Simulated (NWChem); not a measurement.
# CHO2 cation; SMILES [OH+]=C=O

Program: NWChem. The geometry was optimised at PBE-D3(BJ)/def2-SVP.

What does the run give for LRC-wPBEh/def2-TZVP? Quantities: highest occupied level (eV); orbital gap (eV).


```
Quantity                      Value
---------------------------  ------
highest occupied level (eV)  -21.36
orbital gap (eV)              14.50
```
